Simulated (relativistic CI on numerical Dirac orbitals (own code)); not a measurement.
## Fe+ in a cubic cluster: 3s photoemission with charge transfer

Computed with a charge-transfer multiplet model of a cubic metal-ligand cluster with up to 2 ligand holes, Slater and spin-orbit integrals from Dirac-Coulomb-Breit ions, Slater integrals scaled by 0.8. The parameters are those of a tetrahedral site (10Dq negative, t2 hopping the larger). The ground state mixes d7 with configurations of k ligand holes L, whose averages lie at kΔ + k(k − 1)U_dd/2; a core hole lowers each added d electron by U_cd. 300 K, Lorentzian 1.4 eV and Gaussian 0.8 eV FWHM.

Atomic integrals in eV (Slater integrals scaled, ζ unscaled), ground: F2dd 7.751, F4dd 4.773, zeta_d 0.042; with the core hole: F2dd 8.861, F4dd 5.507, zeta_d 0.051, G2cd 9.263.

Cluster parameters (eV): Δ = 5.9, U_cd = 7.6, 10Dq = -0.25, 10Dq(ligand) = 0, V(eg) = 0.93, V(t2g) = -1.57, final-state hopping factor = 0.8.

| Case | n_d | d7 | d8L | d9L2 | S |
| --- | --- | --- | --- | --- | --- |
| U_dd = 5 eV | 7.12 | 0.89 | 0.11 | 0.00 | 1.50 |
| U_dd = 5.7 eV | 7.11 | 0.89 | 0.11 | 0.00 | 1.50 |
| U_dd = 6.4 eV | 7.11 | 0.89 | 0.11 | 0.00 | 1.50 |
| U_dd = 7.8 eV | 7.11 | 0.89 | 0.11 | 0.00 | 1.50 |
| U_dd = 8.5 eV | 7.11 | 0.89 | 0.11 | 0.00 | 1.50 |

Weights, n_d and S are thermal averages at 300 K. Binding energies count from the first peak over 30 % of the highest in each spectrum, which can be another peak from case to case. The parameters are a model scan and need not match a compound or its usual spin state. Peaks in eV (height, largest 100):
- U_dd = 5 eV: 0.0 (100), 3.7 (34), 6.1 (37), 8.7 (20), 10.4 (29)
- U_dd = 5.7 eV: 0.0 (100), 3.8 (33), 6.2 (38), 10.6 (26)
- U_dd = 6.4 eV: 0.0 (100), 3.9 (32), 6.3 (40), 9.8 (25), 10.6 (24)
- U_dd = 7.8 eV: 0.0 (100), 3.8 (30), 6.3 (41), 10.3 (28)
- U_dd = 8.5 eV: 0.0 (100), 3.9 (29), 6.3 (42), 10.5 (28)

Curve for U_dd = 6.4 eV (points under 2 left out, the grid thinned):

```json
{"E (eV)": "-3.5", "Intensity": "5.2"}
{"E (eV)": "-3.1", "Intensity": "6.5"}
{"E (eV)": "-2.7", "Intensity": "8.3"}
{"E (eV)": "-2.3", "Intensity": "11.1"}
{"E (eV)": "-1.8", "Intensity": "17.2"}
{"E (eV)": "-1.4", "Intensity": "26.4"}
{"E (eV)": "-1.0", "Intensity": "43.2"}
{"E (eV)": "-0.6", "Intensity": "69.7"}
{"E (eV)": "-0.2", "Intensity": "95.3"}
{"E (eV)": "0.2", "Intensity": "96.7"}
{"E (eV)": "0.7", "Intensity": "65.9"}
{"E (eV)": "1.1", "Intensity": "42.3"}
{"E (eV)": "1.5", "Intensity": "29.1"}
{"E (eV)": "1.9", "Intensity": "23.3"}
{"E (eV)": "2.3", "Intensity": "21.2"}
{"E (eV)": "2.7", "Intensity": "21.5"}
{"E (eV)": "3.2", "Intensity": "26.0"}
{"E (eV)": "3.6", "Intensity": "30.5"}
{"E (eV)": "4.0", "Intensity": "31.3"}
{"E (eV)": "4.4", "Intensity": "28.7"}
{"E (eV)": "4.8", "Intensity": "26.1"}
{"E (eV)": "5.2", "Intensity": "26.0"}
{"E (eV)": "5.7", "Intensity": "32.1"}
{"E (eV)": "6.1", "Intensity": "38.7"}
{"E (eV)": "6.5", "Intensity": "38.1"}
{"E (eV)": "6.9", "Intensity": "29.4"}
{"E (eV)": "7.3", "Intensity": "20.3"}
{"E (eV)": "7.7", "Intensity": "15.0"}
{"E (eV)": "8.1", "Intensity": "13.1"}
{"E (eV)": "8.6", "Intensity": "14.6"}
{"E (eV)": "9.0", "Intensity": "18.5"}
{"E (eV)": "9.4", "Intensity": "22.8"}
{"E (eV)": "9.8", "Intensity": "24.7"}
{"E (eV)": "10.2", "Intensity": "24.2"}
{"E (eV)": "10.6", "Intensity": "24.1"}
{"E (eV)": "11.1", "Intensity": "22.4"}
{"E (eV)": "11.5", "Intensity": "17.3"}
{"E (eV)": "11.9", "Intensity": "11.6"}
{"E (eV)": "12.3", "Intensity": "7.6"}
{"E (eV)": "12.7", "Intensity": "5.4"}
{"E (eV)": "13.1", "Intensity": "4.1"}
{"E (eV)": "13.6", "Intensity": "3.2"}
{"E (eV)": "14.0", "Intensity": "2.9"}
{"E (eV)": "14.4", "Intensity": "2.5"}
{"E (eV)": "14.8", "Intensity": "2.1"}
```

For the case U_dd = 6.4 eV, Δ = 5.9 eV is smaller than U_dd = 6.4 eV, the charge-transfer side of the Zaanen-Sawatzky-Allen scheme. With the core hole the average of the configuration with one ligand hole lies at Δ − U_cd = -1.7 eV before mixing: the effective hopping of about 2.1 eV (from the holes of the mixed ground state) is comparable with this gap or larger, so the configurations mix strongly.

Without intra-shell correlation the exchange splitting of the 3s hole comes out too large.
